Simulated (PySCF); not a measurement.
# Finite-field polarisability of Sn (tin, neutral)

[Kr] 4d10 5s2 5p2, high-spin 3P determinant. Calculation: PySCF 2.14, in aug-cc-pVQZ-DK3 (9s8p6d3f2g, 102 functions); the spin-free X2C one-electron Hamiltonian (Gaussian nucleus). Frozen: [Kr] 4d10. Energy changes in a uniform field (μhartree):

```json
{"axis": "x", "F (au)": "0.0021", "HF": "-103.555", "MP2": "-103.852", "CCSD": "-103.477", "CCSD(T)": "-103.787"}
{"axis": "x", "F (au)": "0.0042", "HF": "-414.494", "MP2": "-415.692", "CCSD": "-414.187", "CCSD(T)": "-415.432"}
{"axis": "y", "F (au)": "0.0018", "HF": "-100.961", "MP2": "-100.221", "CCSD": "-100.254", "CCSD(T)": "-100.504"}
{"axis": "y", "F (au)": "0.0036", "HF": "-404.558", "MP2": "-401.580", "CCSD": "-401.705", "CCSD(T)": "-402.708"}
```

By symmetry the remaining axis equals y.

(1) Derive α along x at CCSD(T) from the two fields.

(2) And the mean polarisability at each level?

## Answers

(1) With ΔE = −αF²/2 − γF⁴/24, α = −(16 ΔE(F) − ΔE(2F))/(6F²) = 47.06 bohr³.

(2) The components xx, yy, zz at CCSD(T) are 47.06, 62.00, 62.00, the third axis being equal by symmetry to one of the two computed. Means: HF 57.17, MP2 56.91, CCSD 56.87, CCSD(T) 57.02 bohr³. Reference: 53 ± 6 bohr³ (recommended; Schwerdtfeger and Nagle, table of static dipole polarizabilities (2023 update)).
